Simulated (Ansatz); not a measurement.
Isolated molecules relaxed with PBE0-D4/def2-TZVP in Ansatz; ΔE leaves out vibrations. CCSD(T)/CBS adds triple-zeta CCSD(T) − MP2 to the extrapolated MP2 energy (def2 sets, frozen cores). This one scheme is used for every species. Functionals use def2-TZVPP. B3LYP here is the variant with VWN-RPA as its local correlation; programs differ in this. For Ga outer-core shells are correlated without core-valence functions, which leaves a few kJ/mol of doubt a bond. Scalar relativity is left out up to krypton. Each species was taken in one conformer, which may not be the lowest.

Consider the formal exchange of groups at a C–C bond: `N=C(O)CO` + `[GaH3]` → `N=[C](O)[GaH2]` + CH₃OH.

`N=C(O)CO`:

Cartesian coordinates in Å:
```
N -0.796 0.747 -1.417
C -0.450 0.081 -0.405
O -1.337 -0.726 0.209
C 0.900 -0.013 0.255
O 0.836 -0.049 1.655
H -0.034 1.322 -1.762
H -2.175 -0.627 -0.262
H 1.496 0.857 -0.024
H 1.402 -0.906 -0.150
H 0.159 -0.687 1.900
```

`[GaH3]`:

Cartesian coordinates in Å:
```
Ga -0.001 0.000 0.000
H 0.652 -1.424 0.093
H -0.985 0.336 -1.174
H 0.333 1.087 1.080
```

`N=[C](O)[GaH2]`:

Cartesian coordinates in Å:
```
N -0.483 1.435 -0.515
C 0.209 0.386 -0.346
O 1.383 0.270 -0.998
Ga -0.268 -1.164 0.822
H -1.343 1.407 0.025
H 1.490 1.081 -1.522
H -1.644 -1.002 1.559
H 0.657 -2.413 0.976
```

CH₃OH:

Z-matrix (Å, degrees):
```
C
O 1 1.409
H 1 1.097 2 112.4
H 1 1.090 2 107.0 3 -118.5
H 1 1.097 2 112.4 3 123.0
H 2 0.959 1 108.5 3 -61.6
```

```json
{"level": "B3LYP-D4", "ΔE (kJ/mol)": "-6.4"}
{"level": "CCSD/def2-TZVPP", "ΔE (kJ/mol)": "-3.6"}
{"level": "CCSD(T)/def2-TZVPP", "ΔE (kJ/mol)": "-5.3"}
{"level": "SCS-MP2/def2-QZVPP", "ΔE (kJ/mol)": "-9.1"}
```

(1) What does CCSD(T)/CBS give? (An estimate is asked.)

Largest T1 diagnostic among the species: 0.015.

## Answers

(1) Computed: -9.1 kJ/mol. The listed levels differ from it by 2.7, 5.5, 3.8, 0.0 kJ/mol.

From PBE to PBE0 (25 % exact exchange), in def2-TZVPP and without D4, ΔE moves by +6.2 kJ/mol. In def2-TZVPP, CCSD(T) changes the Hartree–Fock value by −11.6 kJ/mol (the triples alone add −1.8 kJ/mol) and MP2 by −13.9 kJ/mol.
